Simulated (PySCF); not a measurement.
Excitation energy of V⁺ by level of theory

V⁺ [Ar] 3d4 (5D) → V⁺ [Ar] 3d3 4s1 (5F), as a difference of total energies. Calculation: PySCF 2.14, in x2c-TZVPPall; scalar relativity by spin-free X2C-1e. Correlated levels: valence: [Ar] frozen; valence and next inner shell: [Ne] frozen. The calculations carry no spin-orbit coupling.

```
                                method  excitation energy (eV)  error (eV)
                                   UHF                  -0.439      -0.776
                                   LDA                   0.700      +0.363
                                   PBE                   0.519      +0.182
                                  PBE0                   0.427      +0.090
                                  BLYP                   0.368      +0.031
                                  MN15                   1.031      +0.694
                                 TPSSh                   0.395      +0.058
                         MP2 (valence)                   0.044      -0.293
                     SCS-MP2 (valence)                  -0.278      -0.615
    MP2 (valence and next inner shell)                   0.426      +0.089
SCS-MP2 (valence and next inner shell)                   0.075      -0.262
```

Reference: 0.337 eV (measured; NIST levels, between the centres of gravity of the two terms).

Errors of the correlated levels include the incompleteness of this basis and the frozen core.

The basis was made for the ground configuration and has no added diffuse functions, so the excitation energy can come out too high.
